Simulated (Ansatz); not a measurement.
Calculated with Ansatz (gas phase, PBE0-D4/def2-TZVP geometries, no zero-point term in ΔE). CBS: MP2 limit from def2 TZ/QZ plus the TZ coupled-cluster correction, frozen cores. This one scheme is used for every species. Functionals use def2-TZVPP. B3LYP here is the variant with VWN-RPA as its local correlation; programs differ in this. def2 core potentials past Kr. For In outer-core shells are correlated without core-valence functions, which leaves a few kJ/mol of doubt a bond. One conformer a species, not always the lowest.

`[SiH3][O][InH][Cl]` + HCl → `[Cl][InH][Cl]` + `O[SiH3]`  (ligand exchange at the In–O bond)

```
           level  ΔE (kcal/mol)  difference from CCSD(T)/CBS
     LDA (SPW92)          -16.5                         -1.7
       revPBE-D4          -16.0                         -1.2
         BLYP-D4          -15.0                         -0.2
      r2SCAN0-D4          -17.6                         -2.8
         ωB97M-V          -16.6                         -1.8
             PBE          -17.2                         -2.4
          revPBE          -17.5                         -2.7
            BLYP          -16.6                         -1.8
           B3LYP          -17.4                         -2.6
         r2SCANh          -17.3                         -2.5
       CAM-B3LYP          -16.6                         -1.8
     HF/def2-SVP          -19.2                         -4.4
CCSD(T)/def2-SVP          -14.0                          0.8
   HF/def2-TZVPP          -19.4                         -4.6
 CCSD/def2-TZVPP          -15.2                         -0.4
    HF/CBS(def2)          -19.0                         -4.2
     CCSD(T)/CBS          -14.8                            0
```

Largest T1 diagnostic among the species: 0.014.

The D4 term adds +1.3 kcal/mol with B3LYP and +0.8 kcal/mol with PBE0; it sums over pairs of atoms, weighted by their polarisabilities, and B3LYP, whose exchange is more repulsive, gets the larger term. From r2SCAN to r2SCAN0 (25 % exact exchange), in def2-TZVPP and without D4, ΔE moves by −1.1 kcal/mol.

CCSD(T)/CBS has its own doubt, a few kJ/mol and more with outer-core shells, so smaller differences from it don't rank the levels.
